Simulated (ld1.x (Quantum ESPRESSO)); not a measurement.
# Plane-wave convergence, RRKJ potential for Co

ld1.x (Quantum ESPRESSO) 7.5 input, shortened:

```
&input
   title='Co', zed=27., rel=2, dft='PZ', iswitch=3,
   config='[Ar] 3d7 4s1.75 4p0 4f-2', rel_dist='average'
 /
 &inputp
   pseudotype=2, tm=.false., rho0=0.005, lloc=-2, rcloc=1.40,
   nlcc=.false.
 /
4
4S  1  0   1.75   0.00  1.95  1.95  0.0
4P  2  1   0.00   0.00  2.05  2.05  0.0
3D  3  2   7.00   0.00  1.40  1.40  0.0
4F  4  3  -2.00   0.05  2.20  2.20  0.0
 &test
   configts(1)='3d7 4s1.75 4p0'
 /
```

Open shells are filled in proportion to 2j + 1 (rel_dist='average').

The pseudo-atom Hamiltonian at the reference potential is diagonalised in spherical Bessel functions j_l(qr) that vanish at 20 bohr, with q² up to the cutoff. All-electron valence levels (Ry): 4s -0.5462, 4p1/2 -0.2115, 4p3/2 -0.2067, 3d3/2 -0.7817, 3d5/2 -0.7674.

Problem. How do the lowest levels (Ry) of each channel move with the cutoff, and are there ghosts?

Solution.

```csv
cutoff (Ry),s #1,p1/2 #1,p1/2 #2,p3/2 #1,d3/2 #1,d3/2 #2,d5/2 #1,d5/2 #2,f5/2 #1,f5/2 #2,f7/2 #1,Σ f·Δε (mRy)
8,-0.5379,-0.2107,0.0026,-0.2059,0.0106,0.0813,0.0106,0.0813,0.0757,0.1949,0.0757,5501.1
15,-0.5414,-0.2113,0.0026,-0.2063,0.0088,0.0774,0.0088,0.0774,0.0757,0.1949,0.0757,5482.1
25,-0.5441,-0.2115,0.0026,-0.2067,0.0049,0.0700,0.0049,0.0700,0.0757,0.1949,0.0757,5449.8
40,-0.5461,-0.2115,0.0025,-0.2067,-0.1049,0.0289,-0.1028,0.0290,0.0757,0.1949,0.0757,4686.9
60,-0.5462,-0.2115,0.0025,-0.2067,-0.6433,0.0183,-0.6315,0.0184,0.0757,0.1949,0.0757,958.6
90,-0.5462,-0.2115,0.0025,-0.2067,-0.7807,0.0176,-0.7664,0.0177,0.0757,0.1949,0.0757,7.2
120,-0.5462,-0.2115,0.0025,-0.2067,-0.7814,0.0176,-0.7671,0.0177,0.0757,0.1949,0.0757,2.3
180,-0.5462,-0.2115,0.0025,-0.2067,-0.7817,0.0176,-0.7674,0.0177,0.0757,0.1949,0.0757,0.2
400,-0.5462,-0.2115,0.0025,-0.2067,-0.7817,0.0176,-0.7675,0.0177,0.0757,0.1949,0.0757,0.0
```

Result: no extra level below or beside the all-electron valence levels (s, p1/2, p3/2, d3/2, d5/2, f5/2, f7/2 tested); 10 mRy is reached at 90 Ry and 1 mRy at 140 Ry.
